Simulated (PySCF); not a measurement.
Planning a geometry optimisation on [FeO4]2- (`[O]=[Fe-2](=[O])(=[O])=[O]`) [triplet].

Method: PBE0-D3(BJ)/def2-SVP geometry optimisation, gas phase (PySCF 2.14.0). Work: geometry optimisation from a GFN2-xTB start, density fitting, unrestricted. A driver script takes a list of jobs; this job's settings line and coordinates (Å) are shown.

Input:
```
{"job": {"xc": "PBE0", "basis": "def2-SVP", "d3": "d3bj", "grid": 1, "maxiter": 40, "kind": "geom"}, "charge": -2, "multiplicity": 3}
Fe    -0.000620    -0.000390    -0.001170
O      0.012210    -0.019500     1.703770
O      1.604140     0.011480    -0.577370
O     -0.811840     1.397180    -0.547270
O     -0.803880    -1.388770    -0.577970
```

Hardware: one thread, Arm Neoverse V1, on a shared host.

How large is the basis?

87 functions.

What wall time should be expected on this hardware?

About 23 s. The run took 4 energy-and-gradient evaluations and 59 SCF cycles, 5.8 s an evaluation on average.

Times come from a shared host and carry two figures at best.

The run converged: final energy -1563.45449 Eh after 3 steps.
